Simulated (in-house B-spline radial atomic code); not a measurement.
Multiplet parameters of the 3p4 shell in Cr8+ ([Ne] 3s2 3p4). Level of theory: non-relativistic Hartree-Fock, average of configuration, point nucleus; calculated with an all-electron radial atomic-structure program (B-spline basis).

Slater integrals: F^2 = 120822 cm⁻¹. Central-field spin-orbit parameter ζ(3p) = 6980 cm⁻¹ (bare central field on non-relativistic orbitals, without two-electron terms: too large for light atoms, too small for heavy ones).

With F₂ = F^2/25 = 4833 cm⁻¹:

(1) Where do the terms lie in LS coupling, without spin-orbit interaction?

(2) Is LS coupling a fair picture here?

Results:

(1) In cm⁻¹ above the Hund's-rule term:
| term | expression | energy |
| --- | --- | --- |
| 3P | 0 F₂ | 0 |
| 1D | 6 F₂ | 28997 |
| 1S | 15 F₂ | 72493 |

(2) Fits to spectra need these integrals scaled down, since correlation screens the repulsion. Here ζ is 1.44 times F₂, so the coupling is intermediate: spin-orbit interaction mixes the terms, and LS labels name only the largest part.
